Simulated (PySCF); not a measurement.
## How methods differ on the excitation energy of B

B [He] 2s2 2p1 (2P) → B [He] 2s1 2p2 (4P), as a difference of total energies. Calculation: PySCF 2.14, in aug-cc-pVTZ with one added diffuse shell each of s, p, d, f type (6s5p4d3f, 62 functions); no relativity, point nucleus. Correlated levels: valence: 1s2 frozen. The calculations carry no spin-orbit coupling.

| method | excitation energy (eV) |
| --- | --- |
| UHF | 2.199 |
| MP2 (valence) | 3.099 |
| SCS-MP2 (valence) | 3.470 |
| CCSD (valence) | 3.528 |
| CCSD(T) (valence) | 3.562 |

Q: How much does correlation contribute at CCSD(T) (valence)?

A: 3.562 − (2.199) = 1.363 eV, measured against UHF.
